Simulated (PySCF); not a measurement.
Isomers of C6H11N2P. Computed with PBE0-D3(BJ)/def2-SVP geometry optimisation, gas phase in PySCF 2.14.0. One conformer each; no zero-point energy, no entropy. No frequencies were run at this level. Point groups hold within 0.08 Å.

Question: Order them by energy at this level, lowest first, and give relative energies in kcal/mol.
A. `n1[nH]cpc1C(C)(C)C`
B. `[CH3:1][N:2]=[P:3]1([NH:4][CH3:5])[CH:6]=[CH:7][CH:8]=[CH:9]1` with N2–P3–N4–C5 -44°

Answer: A (0.0), B (43.2).

As drawn, the lower has an aromatic ring, an N–N linkage and a quaternary carbon, which the higher lacks; the higher has a C=C bond outside aromatic rings, which the lower lacks.

```csv
SMILES,E (Eh),E rel (kcal/mol),dipole (D),point group,"A, B, C (MHz)"
CC(C)(C)c1n[nH]cp1,-685.23777,0.0,2.23,–,"2443, 1105, 912.8"
CN=P1(NC)C=CC=C1,-685.16898,43.2,3.26,C1,"1826, 1287, 979.8"
```

Q: How do the relative energies change in single points at PBE0/pcSseg-1 (no added dispersion term) on the same geometries?

A: 
```json
{"SMILES": "CC(C)(C)c1n[nH]cp1", "PBE0-D3(BJ)/def2-SVP (kcal/mol)": "0.0", "PBE0/pcSseg-1 (kcal/mol)": "0.0", "shift": "0.0"}
{"SMILES": "CN=P1(NC)C=CC=C1", "PBE0-D3(BJ)/def2-SVP (kcal/mol)": "43.2", "PBE0/pcSseg-1 (kcal/mol)": "40.3", "shift": "-2.9"}
```

Each column counts from its own lowest isomer. The order is unchanged; the largest shift is 2.9 kcal/mol.
